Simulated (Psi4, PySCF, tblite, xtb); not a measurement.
Intermolecular potential of HF ··· H4OSi (SMILES F and O[SiH3]). Monomers: optimised at B3LYP-D3(BJ) (def2-TZVP), held rigid. Orientation: lowest of the rigid-body minima from ten starts at GFN2-xTB. The monomers approach along the line of their centres of mass (distance R); nothing else relaxes.

Methods: GFN1-xTB (xtb); GFN2-xTB (tblite); RKS-BP86/6-31G* = restricted BP86/6-31G*, spherical d, no counterpoise correction (PySCF); SAPT0/jun-cc-pVDZ, frozen core (Psi4).

Interaction energies in kcal/mol; the last columns give the difference from SAPT0:

| R / Å | GFN1-xTB | GFN2-xTB | RKS-BP86/6-31G* | SAPT0/jun-cc-pVDZ | GFN1-xTB − SAPT0/jun-cc-pVDZ | GFN2-xTB − SAPT0/jun-cc-pVDZ | RKS-BP86/6-31G* − SAPT0/jun-cc-pVDZ |
|---|---|---|---|---|---|---|---|
| 2.93 | 5.52 | -0.28 | 5.31 | 1.81 | 3.71 | -2.09 | 3.50 |
| 3.14 | -3.33 | -7.65 | -5.12 | -6.75 | 3.43 | -0.89 | 1.64 |
| 3.32 | -5.74 | -8.85 | -8.03 | -8.81 | 3.07 | -0.04 | 0.77 |
| 3.54 | -6.02 | -7.93 | -8.20 | -8.69 | 2.67 | 0.75 | 0.49 |
| 3.70 | -5.51 | -6.82 | -7.37 | -7.91 | 2.40 | 1.08 | 0.54 |
| 4.03 | -4.05 | -4.77 | -5.28 | -5.91 | 1.86 | 1.14 | 0.63 |
| 4.32 | -2.89 | -3.53 | -3.80 | -4.38 | 1.49 | 0.85 | 0.58 |
| 4.82 | -1.58 | -2.24 | -2.12 | -2.63 | 1.05 | 0.39 | 0.51 |
| 5.54 | -0.79 | -1.28 | -0.96 | -1.39 | 0.59 | 0.11 | 0.43 |
| 6.55 | -0.39 | -0.65 | -0.43 | -0.67 | 0.27 | 0.02 | 0.23 |
| 7.81 | -0.19 | -0.32 | -0.21 | -0.32 | 0.13 | 0.00 | 0.11 |

GFN1-xTB is furthest from SAPT0/jun-cc-pVDZ at 2.93 (3.71 kcal/mol, above); its mean absolute difference over the points is 1.88 kcal/mol.

GFN2-xTB is furthest from SAPT0/jun-cc-pVDZ at 2.93 (-2.09 kcal/mol, below); its mean absolute difference over the points is 0.67 kcal/mol.

RKS-BP86/6-31G* is furthest from SAPT0/jun-cc-pVDZ at 2.93 (3.50 kcal/mol, above); its mean absolute difference over the points is 0.86 kcal/mol.
